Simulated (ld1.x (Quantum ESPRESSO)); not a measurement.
**Varying the TM potential for tin (Sn)**

Base potential:

Sn, norm-conserving Troullier–Martins (Kleinman–Bylander form), made with ld1.x (Quantum ESPRESSO) 7.5 (PW91, scalar-relativistic). Core [Ar] 3d10, reference 4s2 4p6 4d10 5s2 5p2. Waves: 4s (bound): rc 1.05 bohr; 4p (bound): rc 0.90 bohr; 4d (bound): rc 1.60 bohr. Local part: all-electron potential smoothed inside 1.40 bohr (lloc = -1). Core correction: none.

Occupied shells without a wave of their own: 5p, 5s. They enter only through the test configuration that unscreens the potential.

All-electron outer shells of the reference configuration (PW91, scalar-relativistic, ld1.x):

```
shell  level (eV)  outermost node (bohr)  outermost maximum (bohr)
   3p     -698.98                   0.14                      0.30
   3d     -473.61                      –                      0.25
   4s     -133.96                   0.40                      0.74
   4p      -89.73                   0.41                      0.79
   4d      -25.88                   0.39                      0.88
   5s      -10.62                   0.98                      2.01
   5p       -3.74                   1.09                      2.55
```

Cutoffs, loose and tight: the cutoffs (Ry, on a coarse ladder) from which the occupation-weighted sum of valence levels, in a spherical-Bessel basis at the reference potential, stays within 10 and 1 mRy of its value at 400 Ry. They do not see the model core or the augmentation charge, which bear on the density cutoff. Test errors are all-electron minus pseudo excitation energies from the reference, over the configurations 4s2 4p6 4d10 5s2 5p1; 4s2 4p6 4d10 5s2 5p0; 4s2 4p6 4d10 5s1 5p0; 4s2 4p6 4d10 5s1 5p2; 4s2 4p5 4d10 5s2 5p2; 4s2 4p6 4d10 5s2 5p1.5; 4s2 4p6 4d9 5s2 5p3. A dash means not determined; rows that change the core or the reference have their own tests.

| change | outcome | cutoff, loose | cutoff, tight | bound ghosts | largest test error (meV) |
| --- | --- | --- | --- | --- | --- |
| base | generated, misses its reference levels by 0.89 eV | 200 Ry | 300 Ry | none | -2005 |
| wave 4d (bound): rc 1.60 bohr becomes 4d (bound): rc 1.06 bohr | generated, misses its reference levels by 0.89 eV | 200 Ry | 300 Ry | none | -2004 |
| wave 4d (bound): rc 1.60 bohr becomes 4d (bound): rc 1.26 bohr | generated, misses its reference levels by 0.89 eV | 200 Ry | 300 Ry | none | -2004 |
| wave 4d (bound): rc 1.60 bohr becomes 4d (bound): rc 1.34 bohr | generated, misses its reference levels by 0.89 eV | 200 Ry | 300 Ry | none | -2004 |
| wave 4d (bound): rc 1.60 bohr becomes 4d (bound): rc 1.52 bohr | generated, misses its reference levels by 0.89 eV | 200 Ry | 300 Ry | none | -2005 |
| wave 4d (bound): rc 1.60 bohr becomes 4d (bound): rc 1.72 bohr | generated, misses its reference levels by 0.89 eV | 200 Ry | 300 Ry | none | -2005 |
| wave 4d (bound): rc 1.60 bohr becomes 4d (bound): rc 1.92 bohr | generated, misses its reference levels by 0.89 eV | 200 Ry | 300 Ry | none | -2006 |
| wave 4d (bound): rc 1.60 bohr becomes 4d (bound): rc 2.06 bohr | generated, misses its reference levels by 0.89 eV | 200 Ry | 300 Ry | none | -2007 |
| wave 4d (bound): rc 1.60 bohr becomes 4d (bound): rc 2.22 bohr | generated, misses its reference levels by 0.89 eV | 200 Ry | 300 Ry | none | -2009 |
| wave 4d (bound): rc 1.60 bohr becomes 4d (bound): rc 2.44 bohr | generated, misses its reference levels by 0.89 eV | 200 Ry | 300 Ry | none | -2012 |

Reading the sweep of the d radius (base included, trends over the rows without a ghost): The loose cutoff stays near 200 Ry. The median size of the test errors (rows with all tests solved) stays near 893.9 meV.
